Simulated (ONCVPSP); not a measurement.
Al (Z = 13): ONCV pseudisation with BLYP, scalar-relativistic reference atom.

Al, optimised norm-conserving Vanderbilt (ONCV), made with ONCVPSP 4.0.1 (BLYP, scalar-relativistic). Core [Ne], reference 3s2 3p1. Waves: 3s: rc 1.80 bohr, ncon 3, nbas 6, qcut 4.1 1/bohr, 1 projector; 3p: rc 2.75 bohr, ncon 3, nbas 7, qcut 2.8 1/bohr, 2 projectors, debl 0.4 Ha; d scattering state at 0.08 Ha: rc 2.95 bohr, ncon 4, nbas 9, qcut 3.1 1/bohr, 1 projector. Local part: polynomial inside 1.35 bohr (lpopt 5, dvloc0 3 Ha). Core correction: Teter function fitted to the true core (icmod 2), fcfact 0.3.

All-electron outer shells of the reference configuration (BLYP, scalar-relativistic, ld1.x):

```csv
shell,level (eV),outermost node (bohr),outermost maximum (bohr)
2s,-107.94,0.16,0.50
2p,-69.61,–,0.43
3s,-7.63,0.80,2.06
3p,-2.56,0.82,2.64
```

Results:

```
Cutoffs needed             : 6.0 Ha and 7.8 Ha (the cutoffs (Ha) at which the residual kinetic energy of the hardest occupied pseudo-wave falls to 1 and 0.1 mHa per electron)
Ghost test                 : no bound ghost flagged; no localised positive-energy state flagged
Largest excitation error   : +37 meV (all-electron minus pseudo) for 3s1 3p0, out of 4 test configurations
rms error of d²Exc/dni dnj : 3.50 mHa without and 1.31 mHa with the model core
```

Generation and tests took about 4.3 s on one core of a shared server CPU.
